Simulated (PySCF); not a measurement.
CH6ClNOSi2. Atoms are numbered in the order given.

```xyz
12

O      1.3086     0.7856     1.5507
Si     0.4392     0.0993     0.3187
Cl     1.7601    -0.8549    -0.9751
C     -0.9560    -1.0210     0.9571
N     -2.0192    -0.3609     0.1980
Si    -1.4490     1.0429    -0.6714
H      2.0862     1.3009     1.3150
H     -0.8203    -2.0864     0.6955
H     -1.0750    -0.9508     2.0551
H     -2.9594    -0.7327     0.2739
H     -1.9687     2.3702    -0.2016
H     -1.6444     1.0089    -2.1569
```
Charge 0, spin multiplicity 1.

Coordinates come from a PBE0-D3(BJ)/def2-SVP optimisation. The structure was generated by enumeration; whether it is a known compound was not checked. The values are those of a single conformer.

These are PBE0/pcSseg-1 run with PySCF values and carry that method's errors.

GIAO shieldings, no solvent; atoms listed in one row are averaged. δ = σ(ref) − σ: ¹⁷O against H2O (σ = 334.2 ppm); ²⁹Si against TMS (σ = 352.7 ppm); ³⁵Cl against HCl (σ = 945.9 ppm); ¹³C against TMS (σ = 186.3 ppm); ¹⁵N against NH3 (σ = 267.4 ppm); ¹H against TMS (σ = 31.56 ppm), references at their B3LYP-D3(BJ)/def2-TZVP geometries, non-relativistic (without spin–orbit terms, shifts of atoms bonded to Cl or Br come out too high).

Computed chemical shifts:
```csv
nucleus,atoms,count,δ (ppm)
¹⁷O,O1,1,79.1
²⁹Si,Si2,1,38.7
²⁹Si,Si6,1,-8.4
³⁵Cl,Cl3,1,88.7
¹³C,C4,1,57.8
¹⁵N,N5,1,14.9
¹H,"H11, H12",2,5.73
¹H,H9,1,3.94
¹H,H8,1,3.78
¹H,H7,1,2.31
¹H,H10,1,0.26
```
